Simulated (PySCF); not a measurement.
Reading a saddle point

A first-order saddle point of CH4BBr, closed shell, PBE0-D4/def2-TZVP, with one imaginary mode of 163i cm⁻¹:

B1  (-0.141, -0.221, 0.748)
Br2  (2.305, -0.159, -0.171)
C3  (-0.891, -0.054, -0.419)
H4  (1.073, 0.668, -0.296)
H5  (0.158, -0.250, 1.884)
H6  (-1.937, 0.226, -0.307)
H7  (-0.567, -0.210, -1.439)
(Å)

Program: PySCF 2.14 with density fitting (its default auxiliary sets; JK sets also for MP2 and CCSD(T)). Basis: def2-TZVPP and def2-QZVPP. Cores are frozen in the correlated methods. Filled d shells of the heavier atoms are correlated. The def2 sets are not built for correlating such inner shells, so the correlated values are less sure here. Extrapolation: Hartree–Fock as exp(−7.88 √X), correlation as X^−2.97.

Task: Which contacts change along the imaginary mode, and what lies on either side? (A judgement: the text doesn't fix the answer.)

Result: By the calculation: The step is CH₄BBr ([CH3][BH][Br]) → CH₃B ([BH][CH2]) + HBr, with the molecules in contact on both sides. Shortening one way: Br2–H4; lengthening the same way: B1–Br2, C3–H4.
| pair | one side (Å) | saddle (Å) | other side (Å) |
| --- | --- | --- | --- |
| Br2–H4 | 3.71 | 1.49 | 1.45 |
| B1–Br2 | 1.91 | 2.61 | 3.90 |
| C3–H4 | 1.10 | 2.10 | 2.14 |

Task: Which side is lower, and how far does the saddle lie above each? (An estimate is asked for; the value comes from the calculation.)

Result: By the calculation: The side with B1–Br2, C3–H4 short is lower by 2.877 eV; the saddle lies 3.052 eV above it and 0.175 eV above the other (CCSD(T) at an estimated basis limit (MP2 extrapolated from triple and quadruple zeta, plus CCSD(T) − MP2 in triple zeta); electronic energies).

No T1 diagnostic of these runs exceeds 0.011.

Labels in which every atom is bracketed show which atoms are joined, not bond orders.

For scale, one of the runs: CCSD(T)/def2-TZVPP, 166 basis functions, launched by `OMP_NUM_THREADS=4 python run.py`. Time: 110 s of wall clock on 4 CPU threads of a Oxide Virtual Turin-like; the host was shared. Peak host memory: 1.7 GiB.
